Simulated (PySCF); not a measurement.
**As³⁺ (arsenic, charge +3): UHF calculation**

Configuration: [Ar] 3d10 4s2, closed-shell 1S. Calculation: PySCF 2.14, in cc-pVDZ-DK (5s4p2d, 27 functions); scalar relativity by spin-free X2C-1e.

```json
{
  "Total energy": "-2256.900483 hartree",
  "One-electron energy": "-3104.7534 hartree",
  "Hartree (Coulomb) energy": "929.6694 hartree",
  "Exchange energy": "-81.8166 hartree",
  "⟨S²⟩": "0.0000",
  "⟨L²⟩": "0.000",
  "Sum of ⟨r⟩": "16.68 bohr",
  "Sum of ⟨r²⟩": "16.56 bohr²",
  "Langevin diamagnetic susceptibility": "-13.1 ×10⁻⁶ cm³/mol",
  "Time after the integrals": "0.06 s of wall time on 1 thread of Neoverse-V1 (shared host)"
}
```

```tsv
shell	electrons	mean orbital energy (hartree)	rms radius, mean of both spins (bohr)
1s	2	-440.25598	0.0524
2s	2	-59.09064	0.219
2p	6	-51.80521	0.196
3s	2	-9.56816	0.638
3p	6	-7.22190	0.666
3d	10	-3.35172	0.744
4s	2	-1.76909	1.90
```

Densities and radii are taken from the X2C orbitals without a picture-change correction, which distorts them close to the nucleus.
